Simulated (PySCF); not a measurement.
# Electronic structure of Ru (ruthenium, neutral) at the UHF level

Configuration: [Kr] 4d6 5s1 5p1, one real determinant (an excited configuration). Calculation: PySCF 2.14, in aug-cc-pwCVTZ-PP with ECP28MDF (8s8p7d4f3g, 122 functions); scalar relativity through the core potential.

```
Total energy                                                  : -93.756755 hartree
One-electron energy                                           : -162.3731 hartree
Hartree (Coulomb) energy                                      : 78.0250 hartree
Exchange energy                                               : -9.4086 hartree
⟨S²⟩                                                          : 12.0029
⟨L²⟩                                                          : 8.073
Sum of ⟨r⟩                                                    : 25.73 bohr
Sum of ⟨r²⟩                                                   : 60.30 bohr²
Traceless quadrupole moment −½Σ⟨3z² − r²⟩ along its main axis : -8.18 e·bohr²
Time after the integrals                                      : of the order of 6 core-seconds
```

```json
{"shell": "4s α", "electrons": "1", "mean orbital energy (hartree)": "-3.75206", "spread (hartree)": "0", "rms radius, mean of both spins (bohr)": "1.10"}
{"shell": "4s β", "electrons": "1", "mean orbital energy (hartree)": "-3.48720", "spread (hartree)": "0", "rms radius, mean of both spins (bohr)": "1.10"}
{"shell": "4p α", "electrons": "3", "mean orbital energy (hartree)": "-2.47702", "spread (hartree)": "0.05693", "rms radius, mean of both spins (bohr)": "1.21"}
{"shell": "4p β", "electrons": "3", "mean orbital energy (hartree)": "-2.14908", "spread (hartree)": "0.06013", "rms radius, mean of both spins (bohr)": "1.21"}
{"shell": "4d α", "electrons": "5", "mean orbital energy (hartree)": "-0.60385", "spread (hartree)": "0.05890", "rms radius, mean of both spins (bohr)": "1.71"}
{"shell": "4d β", "electrons": "1", "mean orbital energy (hartree)": "-0.45786", "spread (hartree)": "0", "rms radius, mean of both spins (bohr)": "1.71"}
{"shell": "5s α", "electrons": "1", "mean orbital energy (hartree)": "-0.35413", "spread (hartree)": "0", "rms radius, mean of both spins (bohr)": "3.44"}
{"shell": "5p α", "electrons": "1", "mean orbital energy (hartree)": "-0.19158", "spread (hartree)": "0", "rms radius, mean of both spins (bohr)": "4.43"}
```

⟨L²⟩ = 8.07 against 12 for a pure F term, so this real determinant mixes terms. Energies and moments cover only the electrons outside the core potential.
